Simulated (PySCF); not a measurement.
# Solvent effects on NMR parameters

Numbering as in the mapped SMILES `[CH3:1][C:2](=[S:3])[c:4]1[n:5][cH:6][n:7][c:8]([F:9])[n:10]1`. Hydrogens are named by the atom that carries them.

GIAO PBE0/pcSseg-1 in PySCF 2.14 on one PBE0-D3(BJ)/def2-SVP conformer, non-relativistic, equivalent nuclei averaged. Solvents enter as an IEF-PCM continuum (acetonitrile with ε = 35.7, water with ε = 78.4) around the gas-phase geometry. Shifts are referred to TMS, CS2, CFCl3 computed in the same medium.

In acetonitrile, δ in ppm: C2 266.0, C8 180.0, C6 179.2, C4 164.4, C1 45.8, S3 1243.8, F9 -36.9, H(C6) 9.51, H(C1) 3.85. Dipole moment 1.08 D.

**Question.** How does each δ change in the more polar medium?

**Answer.** 
```
atoms                                              environment  Δδ, water
   C2                                      thiocarbonyl carbon       +0.1
   C8                         aromatic carbon bearing fluorine        0.0
   C6                 aromatic CH between two ring heteroatoms       +0.1
   C4      substituted aromatic carbon next to a ring nitrogen       +0.1
   C1                                            methyl carbon        0.0
   S3                                            thione sulfur       -6.8
   F9                                            aryl fluorine        0.0
H(C6)  hydrogen on an aromatic CH between two ring heteroatoms       0.00
H(C1)                              hydrogen on a methyl carbon       0.00
```

Changes are relative to acetonitrile. The dipole moment becomes 1.11 D in water.

**Question.** Which nuclei move most (in ppm), and what does the model miss?

**Answer.** S3 (thione sulfur, -6.8 ppm) in water. A continuum only polarises the solute; specific hydrogen bonds, the anisotropy of aromatic solvents and changes of geometry or conformer are outside it.
